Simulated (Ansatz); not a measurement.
Reaction (formal exchange of groups at the Si–Si bond): `[SiH3][SiH2][SiH2][SiH3]` + `C1[SiH2][Te]1` → `[SiH3]C1[SiH2][Te]1` + trisilane

Gas-phase electronic energies from Ansatz, PBE0-D4/def2-TZVP geometries. CBS: MP2 limit from def2 TZ/QZ plus the TZ coupled-cluster correction, frozen cores. DFT in def2-TZVPP. B3LYP here is the variant with VWN-RPA as its local correlation; programs differ in this. def2 core potentials past Kr. For Te outer-core shells are correlated without core-valence functions, which leaves a few kJ/mol of doubt a bond. Each species was taken in one conformer, which may not be the lowest.

```
             level  ΔE (kJ/mol)  difference from CCSD(T)/CBS
            PBE-D4          5.0                         16.1
         r2SCAN-D4         -1.8                          9.3
           PBE0-D4          1.8                         12.9
          B3LYP-D4         -6.0                          5.1
           ωB97X-V         -5.6                          5.5
           ωB97M-V        -11.1                          0.0
            B2PLYP         -9.3                          1.8
               PBE          6.5                         17.6
            r2SCAN         -1.9                          9.2
              PBE0          2.8                         13.9
             B3LYP         -3.3                          7.8
     HF/def2-TZVPP        -13.6                         -2.5
    MP2/def2-TZVPP        -18.6                         -7.5
SCS-MP2/def2-TZVPP        -18.4                         -7.3
   CCSD/def2-TZVPP         -9.6                          1.5
CCSD(T)/def2-TZVPP         -9.6                          1.5
     HF/def2-QZVPP        -14.5                         -3.4
    MP2/def2-QZVPP        -19.8                         -8.7
SCS-MP2/def2-QZVPP        -19.4                         -8.3
      HF/CBS(def2)        -14.6                         -3.5
     MP2/CBS(def2)        -20.1                         -9.0
    CCSD/CBS(def2)        -11.1                          0.0
       CCSD(T)/CBS        -11.1                            0
```

Largest T1 diagnostic among the species: 0.014.

From PBE to PBE0 (25 % exact exchange), in def2-TZVPP and without D4, ΔE moves by −3.7 kJ/mol.
